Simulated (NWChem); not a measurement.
Molecule: SrHSF; SMILES [SH][Sr][F]

```xyz
4

Sr     0.1203     0.3972    -0.0149
F     -1.1912     2.0449     0.0169
S     -0.2727    -2.3337    -0.0182
H      1.0571    -2.5940    -0.0454
```
Atoms are numbered in this order, from 1.

Computed with NWChem. Geometry: optimised at PBE0/def2-SVP (def2 core potentials past Kr). Static field.

Question: Estimate the computed values for PBE/Sadlej pVTZ, non-relativistic. Quantities: isotropic polarisability (bohr³); anisotropy (bohr³).

Answer: 
```json
{
 "isotropic polarisability (bohr³)": "62.9",
 "anisotropy (bohr³)": "28.3"
}
```
